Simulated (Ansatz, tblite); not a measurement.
Two members of one family ((WS2)n off), computed with Ansatz in the gas phase; def2 core potentials for W, no spin–orbit coupling. The two geometries come from different levels. Singlets are spin-restricted. The structures are stationary points that may keep the symmetry of their start. Remarks come from the PBE and PBE0 runs and from stability tests at other levels; not every state was tested.

First: WS4 (singlet, charge 0, PBE-D4/def2-SVP geometry).

| atom | x (Å) | y (Å) | z (Å) |
| --- | --- | --- | --- |
| W1 | 0.059 | 0.236 | 0.400 |
| S2 | 2.141 | 0.775 | 0.486 |
| S3 | -0.547 | -0.947 | 2.105 |
| S4 | -0.663 | -1.067 | -1.369 |
| S5 | -0.991 | 1.002 | -1.621 |

```csv
level,HOMO (eV),LUMO (eV),gap (eV)
PBE-D4/def2-SVP,-6.19,-5.25,0.94
PBE-D4/def2-TZVP,-6.17,-5.22,0.95
r2SCAN-D4/def2-TZVP,-6.37,-5.24,1.13
PBE0-D4/def2-SVP,-7.22,-4.71,2.50
PBE0-D4/def2-TZVP,-7.14,-4.61,2.53
```

Metal–donor distances: 4 × S 2.15 to 2.40 Å. The relaxed triplet lies at -0.04 eV (ωB97M-V/def2-TZVP) to 0.28 eV (PBE-D4/def2-TZVP) from the singlet, so the order hangs on the level. The relaxed quintet lies at 2.30 eV (PBE0-D4/def2-TZVP) to 2.63 eV (PBE-D4/def2-TZVP) from the singlet. Remarks: spin states tie at PBE0.

Second: W3S8 (singlet, charge 0, PBE0-D4/def2-SVP geometry).

Cartesian coordinates in Å:
```
W -0.048 -1.928 1.003
W 0.913 1.964 -0.171
W -1.024 -0.089 -1.135
S 3.007 1.687 0.068
S 1.974 -2.489 1.336
S -3.076 0.383 -1.241
S -0.378 0.423 1.098
S -0.635 -2.363 -1.203
S -1.362 -2.943 2.327
S 0.346 3.968 0.249
S 0.284 1.387 -2.332
```

Problem. Estimate how these quantities change from the first to the second (second minus first).

Solution. 
```
              level  Δ HOMO (eV)  Δ LUMO (eV)  Δ gap (eV)
    PBE-D4/def2-SVP        -0.26        -0.49       -0.23
   PBE-D4/def2-TZVP        -0.22        -0.45       -0.23
r2SCAN-D4/def2-TZVP        -0.30        -0.49       -0.19
   PBE0-D4/def2-SVP        -0.35        -0.60       -0.25
  PBE0-D4/def2-TZVP        -0.31        -0.58       -0.27
```

The relaxed triplet lies at 0.47 eV (PBE0-D4/def2-SVP) to 0.56 eV (PBE-D4/def2-SVP) from the singlet. The relaxed quintet lies at 1.72 eV (PBE-D4/def2-SVP) to 1.77 eV (PBE0-D4/def2-SVP) from the singlet. Remarks: restricted SCF unstable in HF.
